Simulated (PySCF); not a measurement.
Record of a relaxation.

Species: C₂H₈FNSi.
SMILES with atom numbers: `[CH3:1][NH:2][Si@H:3]([CH3:4])[F:5]` (hydrogens: H6, H7, H8 on C1; H9 on N2; H10 on Si3; H11, H12, H13 on C4)

Computed by this run: PBE0-D3(BJ)/def2-SVP geometry optimisation, gas phase in PySCF 2.14.0; density fitting, grid level 1; the optimiser is geomeTRIC in internal coordinates, started from a GFN2-xTB structure with every atom displaced at random (about 0.01 Å). 11 of its 20 geometries are shown. The frame can shift and turn from step to step; on so coarse a grid that alone can change the energy by a few meV, and forces under 0.02 eV/Å are noise.

Step 0: E = -14273.8029 eV, largest atomic force 3.827 eV/Å
```
atom  x, y, z in Å  |  force x, y, z in eV/Å
C1     -1.742    0.543    0.142   -0.583   1.057  -0.548
N2     -0.854   -0.051   -0.797    0.369   0.145   0.796
Si3     0.571   -0.872   -0.376    1.522   0.868   0.113
C4      1.756    0.291    0.604   -3.821  -0.213   0.060
F5      1.237   -1.208   -1.821    0.160  -0.090  -0.201
H6     -2.527   -0.127    0.499   -0.292  -0.301   0.363
H7     -2.259    1.410   -0.335    0.125  -0.217   0.336
H8     -1.186    0.942    0.988    0.108   0.106   0.443
H9     -1.319   -0.346   -1.616   -0.478  -0.484  -1.239
H10     0.472   -2.190    0.267   -0.142  -0.365   0.327
H11     1.741    1.278    0.174    0.035   0.726  -0.479
H12     1.404    0.396    1.645    0.082  -0.074  -0.001
H13     2.711   -0.082    0.615    2.916  -1.158   0.029
```

Step 2: E = -14274.0596 eV, largest atomic force 0.278 eV/Å
```
atom  x, y, z in Å  |  force x, y, z in eV/Å
C1     -1.729    0.596    0.092    0.005   0.041  -0.029
N2     -0.837   -0.036   -0.851   -0.035  -0.078  -0.012
Si3     0.637   -0.829   -0.454   -0.073   0.001   0.132
C4      1.638    0.211    0.719    0.251  -0.062  -0.102
F5      1.406   -1.025   -1.874    0.077   0.026  -0.072
H6     -2.492   -0.085    0.516   -0.004   0.007   0.011
H7     -2.261    1.446   -0.368    0.004  -0.003   0.011
H8     -1.155    1.006    0.937   -0.003   0.006   0.012
H9     -1.298   -0.348   -1.701    0.011   0.006   0.030
H10     0.509   -2.218    0.091    0.002  -0.001  -0.036
H11     1.668    1.260    0.385   -0.006  -0.010   0.024
H12     1.238    0.176    1.744   -0.022   0.005   0.019
H13     2.679   -0.167    0.756   -0.205   0.060   0.012
```

Step 4: E = -14274.0663 eV, largest atomic force 0.256 eV/Å
```
atom  x, y, z in Å  |  force x, y, z in eV/Å
C1     -1.722    0.609    0.100    0.011   0.051  -0.021
N2     -0.856   -0.067   -0.835    0.014  -0.064   0.089
Si3     0.637   -0.835   -0.461    0.048   0.046  -0.139
C4      1.634    0.201    0.715   -0.224   0.050   0.112
F5      1.416   -0.968   -1.889   -0.006  -0.003   0.029
H6     -2.482   -0.045    0.569   -0.004  -0.006  -0.007
H7     -2.256    1.445   -0.382   -0.007   0.001   0.005
H8     -1.129    1.049    0.917    0.004  -0.009  -0.012
H9     -1.327   -0.393   -1.673   -0.042  -0.003  -0.004
H10     0.543   -2.242    0.036    0.002  -0.009  -0.009
H11     1.647    1.256    0.406   -0.001   0.006  -0.022
H12     1.231    0.143    1.739    0.015   0.018  -0.019
H13     2.666   -0.164    0.750    0.192  -0.078  -0.003
```

Step 6: E = -14274.1016 eV, largest atomic force 0.484 eV/Å
```
atom  x, y, z in Å  |  force x, y, z in eV/Å
C1     -1.633    0.682    0.121   -0.128   0.149  -0.002
N2     -0.978   -0.305   -0.694    0.100  -0.199   0.044
Si3     0.650   -0.819   -0.571    0.279   0.111  -0.380
C4      1.548    0.126    0.756   -0.399  -0.048   0.184
F5      1.410   -0.519   -1.996   -0.065  -0.036   0.158
H6     -2.265    0.253    0.922   -0.004  -0.010  -0.018
H7     -2.273    1.347   -0.484    0.000   0.020   0.011
H8     -0.888    1.328    0.610   -0.041  -0.012   0.013
H9     -1.579   -0.772   -1.366   -0.014   0.020   0.106
H10     0.809   -2.292   -0.420   -0.091  -0.026   0.018
H11     1.448    1.211    0.603    0.139   0.025  -0.053
H12     1.147   -0.102    1.759    0.020  -0.029  -0.045
H13     2.607   -0.150    0.751    0.205   0.035  -0.037
```

Step 8: E = -14274.1484 eV, largest atomic force 0.450 eV/Å
```
atom  x, y, z in Å  |  force x, y, z in eV/Å
C1     -1.673    0.713    0.093   -0.030   0.043   0.051
N2     -1.014   -0.445   -0.459   -0.219  -0.136  -0.166
Si3     0.662   -0.724   -0.634    0.232  -0.021   0.038
C4      1.612    0.044    0.777    0.349  -0.046  -0.235
F5      1.278   -0.095   -2.020   -0.053   0.041   0.126
H6     -2.156    0.504    1.067    0.001   0.014  -0.010
H7     -2.452    1.109   -0.581    0.031   0.007  -0.018
H8     -0.957    1.531    0.254    0.029   0.019   0.039
H9     -1.653   -1.085   -0.922    0.113   0.000   0.077
H10     0.892   -2.188   -0.774   -0.099  -0.007   0.019
H11     1.505    1.140    0.764    0.086   0.001  -0.001
H12     1.266   -0.316    1.756   -0.031  -0.082   0.002
H13     2.694   -0.202    0.670   -0.410   0.168   0.077
```

Step 10: E = -14274.1609 eV, largest atomic force 0.130 eV/Å
```
atom  x, y, z in Å  |  force x, y, z in eV/Å
C1     -1.673    0.700    0.094    0.048  -0.021  -0.060
N2     -1.018   -0.463   -0.461    0.077   0.065   0.082
Si3     0.667   -0.725   -0.626   -0.123   0.032  -0.002
C4      1.616    0.058    0.766   -0.082   0.014   0.060
F5      1.256   -0.061   -2.000    0.065   0.007  -0.090
H6     -2.196    0.487    1.044   -0.016  -0.021  -0.011
H7     -2.411    1.132   -0.604    0.002   0.019  -0.005
H8     -0.939    1.493    0.302   -0.015  -0.026   0.014
H9     -1.641   -1.111   -0.926   -0.058  -0.052   0.034
H10     0.875   -2.193   -0.765    0.013   0.015  -0.017
H11     1.505    1.153    0.761   -0.039  -0.009   0.011
H12     1.274   -0.326    1.739    0.009   0.027   0.005
H13     2.688   -0.155    0.668    0.118  -0.048  -0.021
```

Step 11: E = -14274.1646 eV, largest atomic force 0.118 eV/Å
```
atom  x, y, z in Å  |  force x, y, z in eV/Å
C1     -1.688    0.697    0.083    0.014  -0.023  -0.007
N2     -1.020   -0.488   -0.404    0.056   0.066  -0.018
Si3     0.663   -0.701   -0.631   -0.072   0.009   0.013
C4      1.642    0.047    0.763   -0.071   0.002   0.033
F5      1.210    0.026   -1.991    0.017   0.003  -0.046
H6     -2.198    0.531    1.049   -0.026  -0.001  -0.007
H7     -2.438    1.077   -0.631    0.005   0.018  -0.004
H8     -0.963    1.511    0.238   -0.001  -0.011   0.019
H9     -1.640   -1.173   -0.819   -0.022  -0.039   0.032
H10     0.877   -2.160   -0.830    0.030  -0.003   0.002
H11     1.526    1.142    0.791   -0.044   0.002   0.009
H12     1.319   -0.363    1.733    0.006   0.019   0.000
H13     2.713   -0.158    0.639    0.107  -0.043  -0.026
```

Step 13: E = -14274.1741 eV, largest atomic force 0.132 eV/Å
```
atom  x, y, z in Å  |  force x, y, z in eV/Å
C1     -1.707    0.678    0.091   -0.028   0.032   0.009
N2     -1.016   -0.491   -0.391   -0.054  -0.072  -0.005
Si3     0.665   -0.688   -0.637    0.058  -0.002  -0.049
C4      1.660    0.071    0.740    0.065   0.009  -0.034
F5      1.191    0.025   -2.018   -0.023  -0.034   0.080
H6     -2.342    0.461    0.970    0.010  -0.011  -0.020
H7     -2.350    1.147   -0.676    0.013  -0.004  -0.009
H8     -0.983    1.445    0.404    0.015   0.009   0.021
H9     -1.627   -1.213   -0.759    0.024   0.040   0.012
H10     0.898   -2.147   -0.816   -0.004   0.004  -0.015
H11     1.504    1.161    0.782    0.044   0.008  -0.002
H12     1.372   -0.350    1.715    0.001  -0.028   0.002
H13     2.738   -0.110    0.585   -0.122   0.050   0.010
```

Step 15: E = -14274.1776 eV, largest atomic force 0.081 eV/Å
```
atom  x, y, z in Å  |  force x, y, z in eV/Å
C1     -1.710    0.663    0.099   -0.015   0.020  -0.013
N2     -1.017   -0.505   -0.386    0.017  -0.044   0.065
Si3     0.666   -0.690   -0.636    0.009   0.012  -0.032
C4      1.661    0.096    0.726   -0.021   0.000   0.010
F5      1.177    0.018   -2.022    0.005  -0.012   0.011
H6     -2.430    0.415    0.898    0.000  -0.002  -0.001
H7     -2.261    1.203   -0.693    0.000  -0.003   0.000
H8     -0.992    1.377    0.530   -0.002  -0.009  -0.001
H9     -1.625   -1.231   -0.747   -0.004   0.029  -0.025
H10     0.912   -2.147   -0.806    0.002   0.003  -0.006
H11     1.483    1.182    0.774    0.014   0.002  -0.005
H12     1.401   -0.337    1.704    0.009  -0.005  -0.001
H13     2.738   -0.055    0.551   -0.015   0.009  -0.002
```

Step 17: E = -14274.1793 eV, largest atomic force 0.066 eV/Å
```
atom  x, y, z in Å  |  force x, y, z in eV/Å
C1     -1.711    0.651    0.102    0.003  -0.017  -0.020
N2     -1.016   -0.519   -0.377    0.019   0.016   0.061
Si3     0.668   -0.690   -0.632   -0.019  -0.001   0.003
C4      1.656    0.109    0.727   -0.017  -0.001   0.010
F5      1.175    0.020   -2.017    0.010   0.016  -0.039
H6     -2.465    0.396    0.866   -0.007   0.002   0.004
H7     -2.222    1.216   -0.700   -0.004   0.006   0.003
H8     -1.000    1.344    0.578   -0.004  -0.003  -0.004
H9     -1.624   -1.229   -0.769   -0.007  -0.003  -0.029
H10     0.928   -2.145   -0.808    0.004  -0.002   0.009
H11     1.471    1.193    0.776   -0.023  -0.003   0.005
H12     1.414   -0.331    1.706   -0.002   0.010   0.001
H13     2.730   -0.027    0.540    0.046  -0.019  -0.004
```

Step 19: E = -14274.1804 eV, largest atomic force 0.021 eV/Å
```
atom  x, y, z in Å  |  force x, y, z in eV/Å
C1     -1.717    0.637    0.103    0.001  -0.010  -0.004
N2     -1.012   -0.533   -0.366   -0.006   0.013   0.005
Si3     0.673   -0.686   -0.628    0.002  -0.004   0.003
C4      1.654    0.120    0.731    0.019   0.001  -0.007
F5      1.173    0.028   -2.015   -0.004   0.007  -0.009
H6     -2.504    0.374    0.830   -0.001   0.000  -0.001
H7     -2.190    1.220   -0.708    0.000   0.002   0.001
H8     -1.021    1.313    0.622    0.000   0.002   0.000
H9     -1.612   -1.225   -0.800    0.001  -0.004  -0.004
H10     0.948   -2.137   -0.805    0.001  -0.002   0.005
H11     1.456    1.202    0.782   -0.014  -0.002   0.006
H12     1.424   -0.323    1.711   -0.010   0.003   0.002
H13     2.731   -0.003    0.538    0.010  -0.006   0.005
```

**Question.** Summarise the path.

**Answer.** The energy falls by 8.71 kcal/mol from step 0 to step 19; nine tenths of that is first reached at step 8. It falls at every step. The largest force goes from 3.827 to 0.021 eV/Å. Among the bonds C4–H13 changes most, from 1.025 to 1.101 Å; the atoms move by 0.691 Å rms after alignment.

**Question.** Follow the three bonds and two angles with the largest change from start to end.

**Answer.** 
```json
{"step": "0", "E above end (kcal/mol)": "8.71", "largest force (eV/Å)": "3.827", "C4–H13 (Å)": "1.025", "Si3–C4 (Å)": "1.928", "N2–H9 (Å)": "0.987", "N2–Si3–H10 (°)": "119.0", "N2–Si3–F5 (°)": "102.9"}
{"step": "1", "E above end (kcal/mol)": "3.38", "largest force (eV/Å)": "0.958", "C4–H13 (Å)": "1.125", "Si3–C4 (Å)": "1.870", "N2–H9 (Å)": "1.020", "N2–Si3–H10 (°)": "115.2", "N2–Si3–F5 (°)": "106.0"}
{"step": "2", "E above end (kcal/mol)": "2.79", "largest force (eV/Å)": "0.278", "C4–H13 (Å)": "1.108", "Si3–C4 (Å)": "1.861", "N2–H9 (Å)": "1.016", "N2–Si3–H10 (°)": "116.0", "N2–Si3–F5 (°)": "105.0"}
{"step": "3", "E above end (kcal/mol)": "2.70", "largest force (eV/Å)": "0.096", "C4–H13 (Å)": "1.100", "Si3–C4 (Å)": "1.858", "N2–H9 (Å)": "1.015", "N2–Si3–H10 (°)": "116.1", "N2–Si3–F5 (°)": "105.0"}
{"step": "4", "E above end (kcal/mol)": "2.63", "largest force (eV/Å)": "0.256", "C4–H13 (Å)": "1.095", "Si3–C4 (Å)": "1.858", "N2–H9 (Å)": "1.014", "N2–Si3–H10 (°)": "116.0", "N2–Si3–F5 (°)": "105.1"}
{"step": "5", "E above end (kcal/mol)": "2.50", "largest force (eV/Å)": "0.356", "C4–H13 (Å)": "1.094", "Si3–C4 (Å)": "1.858", "N2–H9 (Å)": "1.015", "N2–Si3–H10 (°)": "115.7", "N2–Si3–F5 (°)": "105.6"}
{"step": "6", "E above end (kcal/mol)": "1.82", "largest force (eV/Å)": "0.484", "C4–H13 (Å)": "1.094", "Si3–C4 (Å)": "1.860", "N2–H9 (Å)": "1.015", "N2–Si3–H10 (°)": "113.9", "N2–Si3–F5 (°)": "108.8"}
{"step": "7", "E above end (kcal/mol)": "1.13", "largest force (eV/Å)": "0.631", "C4–H13 (Å)": "1.099", "Si3–C4 (Å)": "1.863", "N2–H9 (Å)": "1.015", "N2–Si3–H10 (°)": "111.1", "N2–Si3–F5 (°)": "112.6"}
{"step": "8", "E above end (kcal/mol)": "0.74", "largest force (eV/Å)": "0.450", "C4–H13 (Å)": "1.114", "Si3–C4 (Å)": "1.866", "N2–H9 (Å)": "1.016", "N2–Si3–H10 (°)": "108.8", "N2–Si3–F5 (°)": "113.1"}
{"step": "9", "E above end (kcal/mol)": "0.49", "largest force (eV/Å)": "0.228", "C4–H13 (Å)": "1.107", "Si3–C4 (Å)": "1.861", "N2–H9 (Å)": "1.013", "N2–Si3–H10 (°)": "107.5", "N2–Si3–F5 (°)": "113.2"}
{"step": "10", "E above end (kcal/mol)": "0.45", "largest force (eV/Å)": "0.130", "C4–H13 (Å)": "1.097", "Si3–C4 (Å)": "1.858", "N2–H9 (Å)": "1.012", "N2–Si3–H10 (°)": "107.3", "N2–Si3–F5 (°)": "111.9"}
{"step": "11", "E above end (kcal/mol)": "0.36", "largest force (eV/Å)": "0.118", "C4–H13 (Å)": "1.097", "Si3–C4 (Å)": "1.860", "N2–H9 (Å)": "1.013", "N2–Si3–H10 (°)": "106.3", "N2–Si3–F5 (°)": "112.5"}
{"step": "12", "E above end (kcal/mol)": "0.31", "largest force (eV/Å)": "0.051", "C4–H13 (Å)": "1.100", "Si3–C4 (Å)": "1.860", "N2–H9 (Å)": "1.013", "N2–Si3–H10 (°)": "106.5", "N2–Si3–F5 (°)": "112.7"}
{"step": "13", "E above end (kcal/mol)": "0.14", "largest force (eV/Å)": "0.132", "C4–H13 (Å)": "1.104", "Si3–C4 (Å)": "1.861", "N2–H9 (Å)": "1.015", "N2–Si3–H10 (°)": "106.5", "N2–Si3–F5 (°)": "112.7"}
{"step": "14", "E above end (kcal/mol)": "0.10", "largest force (eV/Å)": "0.101", "C4–H13 (Å)": "1.103", "Si3–C4 (Å)": "1.861", "N2–H9 (Å)": "1.014", "N2–Si3–H10 (°)": "106.6", "N2–Si3–F5 (°)": "112.6"}
{"step": "15", "E above end (kcal/mol)": "0.06", "largest force (eV/Å)": "0.081", "C4–H13 (Å)": "1.101", "Si3–C4 (Å)": "1.861", "N2–H9 (Å)": "1.014", "N2–Si3–H10 (°)": "106.6", "N2–Si3–F5 (°)": "112.6"}
{"step": "16", "E above end (kcal/mol)": "0.04", "largest force (eV/Å)": "0.078", "C4–H13 (Å)": "1.100", "Si3–C4 (Å)": "1.861", "N2–H9 (Å)": "1.013", "N2–Si3–H10 (°)": "106.6", "N2–Si3–F5 (°)": "112.7"}
{"step": "17", "E above end (kcal/mol)": "0.03", "largest force (eV/Å)": "0.066", "C4–H13 (Å)": "1.099", "Si3–C4 (Å)": "1.860", "N2–H9 (Å)": "1.013", "N2–Si3–H10 (°)": "106.7", "N2–Si3–F5 (°)": "112.8"}
{"step": "18", "E above end (kcal/mol)": "0.01", "largest force (eV/Å)": "0.040", "C4–H13 (Å)": "1.100", "Si3–C4 (Å)": "1.860", "N2–H9 (Å)": "1.014", "N2–Si3–H10 (°)": "106.7", "N2–Si3–F5 (°)": "113.0"}
{"step": "19", "E above end (kcal/mol)": "0.00", "largest force (eV/Å)": "0.021", "C4–H13 (Å)": "1.101", "Si3–C4 (Å)": "1.860", "N2–H9 (Å)": "1.014", "N2–Si3–H10 (°)": "106.7", "N2–Si3–F5 (°)": "113.0"}
```

The cost below is that of the whole optimisation. Hardware: Intel Xeon Platinum 8175M at 2.50 GHz, one thread, shared host with 64 logical CPUs at a one-minute load of 26. Cost: 1.8 min wall, 0.49 GiB resident at most.
